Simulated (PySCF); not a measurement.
## Working out the ionisation energy of Bi

Bi [Xe] 4f14 5d10 6s2 6p3 (4S) → Bi⁺ [Xe] 4f14 5d10 6s2 6p2 (3P). Calculation: PySCF 2.14, in ANO-RCC-VTZP (8s7p5d3f2g, 93 functions); the spin-free X2C one-electron Hamiltonian (Gaussian nucleus). Frozen: [Kr] 4d10 4f14. Energies in hartree (1 hartree = 27.21139 eV):

```
            part     Bi (lower)    Bi⁺ (upper)
             UHF  -21528.334662  -21528.032465
CCSD correlation      -0.614093      -0.597806
             (T)      -0.016147      -0.014960
```

Problem. What does Hartree-Fock give?

Solution. (-21528.032465) − (-21528.334662) = 0.302197 hartree = 8.223 eV.

Problem. What do CCSD and CCSD(T) give?

Solution. The CCSD correlation energies differ by 0.016287 hartree = 0.443 eV and the triples by 0.001187 hartree = 0.032 eV, so CCSD gives 8.666 eV and CCSD(T) 8.698 eV.

Reference: 7.286 eV (measured; NIST Atomic Spectra Database, ionization energies), between the lowest levels; spin-orbit coupling is absent from the calculation.

What remains against the reference includes basis incompleteness, the frozen core and higher excitations.
